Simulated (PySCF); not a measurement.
Si(F)2(Br)(OH) (BrF2HOSi), SMILES O[Si](F)(F)Br.

Coordinates come from a B3LYP-D3(BJ)/def2-SVP optimisation. This is a generated structure with no PubChem entry under its InChIKey; it may be hypothetical. One conformer was computed; it need not be the lowest.

Level of theory: PBE/def2-TZVP (PySCF).

Isolated molecule, no solvent.

The total energy is -3138.73560 hartree and the point group is Cs. The highest occupied level comes out as -7.87 eV and the lowest empty level comes out as -1.20 eV. The orbital gap comes out as 6.66 eV. The dipole moment is 1.51 D. The quadrupole, principal values (traceless, Buckingham form, about the centre of nuclear charge) is -6.22, -5.52, 11.74 D·Å. The mean static polarisability is 44.7 bohr³ (6.62 Å³) and the polarisability, principal values is 38.1, 40.4, 55.7 bohr³.
